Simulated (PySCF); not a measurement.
Match the calculated data to a structure.

All candidates are C5H4N2S.

* Rotational structure: rotational constants A, B, C: 2.653, 1.812, 1.084 GHz [GFN2-xTB]
* Polarisability: 90.1 au [wB97X-D/def2-SVPD]
* Triplet: lowest triplet excitation (Tamm–Dancoff): 3.14 eV [TDA wB97X-D/def2-SVPD]
* UV, first state: lowest singlet excitation: 3.77 eV (329 nm, f = 0.001) [TDDFT wB97X-D/def2-SVPD]
* 1H NMR: chemical shifts (computed TMS as zero) by class: 4.13 (1 H), 3.06 (3 H) ppm [GIAO PBE0/pcSseg-1]
* 13C NMR: chemical shifts (computed TMS as zero) by class: 162.8 (1 C), 142.8 (1 C), 108.8 (1 C), 76.8 (1 C), 15.5 (1 C) ppm [GIAO PBE0/pcSseg-1]
* UV, strongest line: among the 8 lowest singlet transitions: S2 at 4.77 eV (260 nm, f = 0.167) [TDDFT wB97X-D/def2-SVPD]
* NMR, other nuclei: isotropic shieldings of nuclei other than C and H, by class: -207 (1 N), -196 (1 N), -87 (1 S) ppm [GIAO PBE0/pcSseg-1]
* Dipole: 3.56 D [wB97X-D/def2-SVPD]

Electronic properties: PySCF, gas phase, density fitting. Levels stand in brackets. Isolated species at its GFN2-xTB geometry, gas phase. GFN2-xTB frequencies show an imaginary mode (43i cm⁻¹), so this geometry is no minimum at that level. Each NMR value is the plain mean over a class of atoms that symmetry, rotation or inversion makes alike.

Question: Which candidate is it?
A. `C#Cc1snnc1C`
B. `C[C@H]1SC1(C#N)C#N`
C. `CC#Cc1cnsn1`

Answer: A. It is `C#Cc1snnc1C`. Numbering: `[CH:1]#[C:2][c:3]1[s:4][n:5][n:6][c:7]1[CH3:8]`. Its formula, C5H4N2S, gives 5 degrees of unsaturation: 1 ring and 4 π bonds in the structure found (Kekulé form). 5 carbons fall into 5 classes; from least to most shielded: substituted aromatic carbon [C7] (162.8 ppm), substituted aromatic carbon [C3] (142.8 ppm), terminal alkyne carbon [C1] (108.8 ppm), alkyne carbon [C2] (76.8 ppm), benzylic-type carbon [C8] (15.5 ppm). Hydrogen classes from least to most shielded: 1 H on a terminal alkyne carbon, C1 (4.13 ppm), 3 H on a benzylic-type carbon, C8 (3.06 ppm, a mean of values up to 0.7 ppm apart in this geometry). The other shieldings belong to: -207 ppm, pyridine-type nitrogen [N6]; -196 ppm, pyridine-type nitrogen [N5]; -87 ppm, ring sulfur [S4]. S1 is mainly HOMO−1→LUMO (weight 0.95); the largest Löwdin shares of the orbital it empties are 0.36 on a pyridine-type nitrogen, 0.29 on a pyridine-type nitrogen, 0.11 on the ring sulfur and 0.07 on a substituted aromatic carbon, of the orbital it fills 0.21 on the ring sulfur, 0.20 on a pyridine-type nitrogen, 0.16 on a substituted aromatic carbon and 0.11 on the terminal alkyne carbon. By its constants the optimised geometry is an asymmetric top.

The others, at the same levels:
- `C[C@H]1SC1(C#N)C#N` fails: its computed 13C shifts are 119.5 (1 C), 118.4 (1 C), 51.6 (1 C), 21.8 (1 C), 19.5 (1 C) ppm, 1H shifts are 3.59 (1 H), 1.90 (3 H) ppm and rotational constant A is 2.055 GHz (against 2.653 GHz).
- `CC#Cc1cnsn1` fails: its computed 13C shifts are 156.8 (1 C), 147.9 (1 C), 101.2 (1 C), 78.9 (1 C), 5.6 (1 C) ppm, 1H shifts are 8.54 (1 H), 2.39 (3 H) ppm and rotational constant A is 7.488 GHz (against 2.653 GHz).
